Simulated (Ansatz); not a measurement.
```yaml
crystal:
  periodic: [false, false, false]
  atoms:
    - {symbol: C, position_ang: [6.150298, -0.150694, -1.499475]}
    - {symbol: C, position_ang: [5.701877, 1.102006, -0.687249]}
    - {symbol: C, position_ang: [4.902054, 0.845328, 0.455521]}
    - {symbol: C, position_ang: [4.695700, -0.494793, 0.921852]}
    - {symbol: S, position_ang: [3.668464, -0.771466, 2.407311]}
    - {symbol: C, position_ang: [1.956957, -0.618256, 2.020790]}
    - {symbol: C, position_ang: [1.737870, -0.472334, 0.639579]}
    - {symbol: C, position_ang: [0.105224, -0.599107, 0.104929]}
    - {symbol: C, position_ang: [-0.710153, -0.695202, 1.315457]}
    - {symbol: S, position_ang: [-2.565645, -0.652101, 1.021996]}
    - {symbol: C, position_ang: [-2.717507, -1.214998, -0.728486]}
    - {symbol: C, position_ang: [-2.656507, -2.595294, -1.099122]}
    - {symbol: C, position_ang: [-2.706552, -2.903535, -2.370192]}
    - {symbol: C, position_ang: [-2.950605, -1.977508, -3.412179]}
    - {symbol: C, position_ang: [-2.847886, -0.554404, -3.167619]}
    - {symbol: C, position_ang: [-2.531924, -0.147503, -1.827925]}
    - {symbol: C, position_ang: [-2.840021, 1.114527, 0.969271]}
    - {symbol: C, position_ang: [-1.984270, 1.994033, 0.862851]}
    - {symbol: C, position_ang: [-2.495180, 3.401532, 0.937479]}
    - {symbol: C, position_ang: [-3.794919, 3.900686, 1.145613]}
    - {symbol: C, position_ang: [-4.643073, 2.706969, 1.278103]}
    - {symbol: C, position_ang: [-4.316825, 1.241503, 1.146319]}
    - {symbol: C, position_ang: [-0.418355, -0.704081, 2.641464]}
    - {symbol: C, position_ang: [1.036843, -0.824984, 2.932031]}
    - {symbol: C, position_ang: [5.169130, -1.576953, 0.391782]}
    - {symbol: C, position_ang: [5.792254, -1.354986, -0.952814]}
    - {symbol: H, position_ang: [6.835083, 0.202516, -2.296753]}
    - {symbol: H, position_ang: [5.867030, 2.090669, -0.858851]}
    - {symbol: H, position_ang: [4.506197, 1.741477, 1.056827]}
    - {symbol: H, position_ang: [2.428365, -0.364719, -0.203147]}
    - {symbol: H, position_ang: [0.016380, -0.302068, -0.724644]}
    - {symbol: H, position_ang: [-2.564457, -3.251131, -0.342943]}
    - {symbol: H, position_ang: [-3.015754, -3.964334, -2.523422]}
    - {symbol: H, position_ang: [-2.949763, -2.394863, -4.509320]}
    - {symbol: H, position_ang: [-2.879819, 0.130947, -3.969759]}
    - {symbol: H, position_ang: [-2.668283, 0.872674, -1.663287]}
    - {symbol: H, position_ang: [-0.952088, 1.966885, 0.934445]}
    - {symbol: H, position_ang: [-1.582631, 4.421778, 0.753808]}
    - {symbol: H, position_ang: [-4.008742, 4.744089, 1.035294]}
    - {symbol: H, position_ang: [-5.763534, 2.884719, 1.183302]}
    - {symbol: H, position_ang: [-4.980364, 0.490451, 1.208132]}
    - {symbol: H, position_ang: [-1.047381, -1.112153, 3.332172]}
    - {symbol: H, position_ang: [1.465520, -1.060344, 4.023147]}
    - {symbol: H, position_ang: [4.847927, -2.588469, 0.377635]}
    - {symbol: H, position_ang: [6.240700, -2.315544, -1.687397]}
basis:
  gaussian: {orbitals: def2-mTZVPP, fitting: {mean_field: def2-universal-jkfit}, point_charges: [{charge: 1.00, position_ang: [10.686, -0.735, -0.095]}]}
total_charge: 1
hamiltonian: {xc: {name: PBE0}}
scf: {omitted_lower_state_checks: [starts]}
output: {forces: true}
```

```sh
$ ansatz run in.yaml --threads 2 --pin off --events-out ev --progress --plain --max-ram 22528MiB --backend cuda --devices 0, --max-vram 18GiB
```

Output, abridged:

```
Functional definition: PBE0
2398 factors; integrals over basis functions are off by at most 3.3e-1 eV
mean field evaluation 1: about -46778.9867 eV, gradient 1.2e2 eV
mean field evaluation 2: about -46748.9694 eV, gradient 1.7e2 eV
mean field evaluation 4: about -46816.0640 eV, gradient 2.2e1 eV
mean field evaluation 8: about -46817.3378 eV, gradient 2.2e-1 eV
mean field evaluation 16: about -46817.3366 eV, gradient 4.6e-4 eV
mean field -46817.33659310 eV, -1720.5053858659 hartree, gradient 7.3e-5 eV, S^2 0.000000; 0 other end points of the search recorded, 0 dependent functions left out
reference -46817.33665569 eV, -1720.5053881659 hartree; 97, 97 occupied and 508, 508 virtual orbitals, 2398 factors
Total energy: -46817.33665569 eV, -1720.5053881659 hartree
Atom 0 force    -0.651604     4.772717     2.978378 eV/Å
Atom 1 force    -1.620610    -6.424488     1.455187 eV/Å
Atom 2 force     1.051675     1.075543    -0.382538 eV/Å
Atom 3 force    -2.964083     3.660511     2.725085 eV/Å
Atom 4 force     1.346326     0.147360     1.580317 eV/Å
Atom 5 force     3.466733     0.411943    -5.669255 eV/Å
Atom 6 force    -6.917360    -0.602936    -1.728758 eV/Å
Atom 7 force     6.877230    -3.013832    18.293921 eV/Å
Atom 8 force    -0.919373     0.632752    -4.690328 eV/Å
Atom 9 force     1.741631    -1.184687    -1.138451 eV/Å
Atom 10 force     1.903730     2.604975    -2.948285 eV/Å
Atom 11 force    -0.035121     5.910880     2.604505 eV/Å
Atom 12 force    -2.576001    -1.842583    -4.369213 eV/Å
Atom 13 force     1.596607     0.605833    -1.415697 eV/Å
Atom 14 force     1.205537    -3.281838     2.429946 eV/Å
Atom 15 force    -3.025994    -4.660539     0.396334 eV/Å
Atom 16 force    -9.706251    -7.948391     1.081046 eV/Å
Atom 17 force     2.786301    10.209206     0.224202 eV/Å
Atom 18 force     3.308663     3.820278    -0.638302 eV/Å
Atom 19 force     5.161483   -19.076953     0.942288 eV/Å
Atom 20 force    -2.746349    -1.637689    -1.544587 eV/Å
Atom 21 force     5.503436     9.215223     0.009800 eV/Å
Atom 22 force     6.357243    -1.241513    -0.944169 eV/Å
Atom 23 force    -4.076827    -0.145525     4.926080 eV/Å
Atom 24 force     2.145511    -1.773711    -7.104382 eV/Å
Atom 25 force     2.719487    -2.852637    -1.660699 eV/Å
Atom 26 force    -0.780887    -1.404061    -0.068775 eV/Å
Atom 27 force     0.844685     2.612824    -1.289683 eV/Å
Atom 28 force     0.548384    -1.671181    -0.887950 eV/Å
Atom 29 force     0.042179     0.003867     0.772346 eV/Å
Atom 30 force    -2.276196     3.631283   -12.112982 eV/Å
Atom 31 force     0.038127    -2.683971     2.404842 eV/Å
Atom 32 force     1.106297     0.619293    -0.545475 eV/Å
Atom 33 force    -0.538390     0.997710     2.295750 eV/Å
Atom 34 force    -0.137531     0.797235    -0.705544 eV/Å
Atom 35 force     0.378916     1.651428     0.863406 eV/Å
Atom 36 force     1.891694    -0.683046    -0.370415 eV/Å
Atom 37 force    -2.724030    -3.722356     0.603104 eV/Å
Atom 38 force    -3.810397    13.128806    -1.199606 eV/Å
Atom 39 force     1.347220    -0.124039     0.745247 eV/Å
Atom 40 force    -2.329388    -2.476776     0.189290 eV/Å
Atom 41 force    -2.014480    -0.353140     2.026198 eV/Å
Atom 42 force    -1.534732     0.566791    -2.347071 eV/Å
Atom 43 force    -0.289617    -0.767069     1.516311 eV/Å
Atom 44 force    -1.723634     2.507304     2.673571 eV/Å
Dipole moment:    -2.044385     0.290741    -0.524646 e Å
Checks for a lower state left out: starts
```

Hardware: 2 threads of AMD EPYC 7R13 on a shared host and a share (18 GiB) of an NVIDIA H100 80GB HBM3. Wall time 5.5 s.

The dipole of an ion depends on the origin.
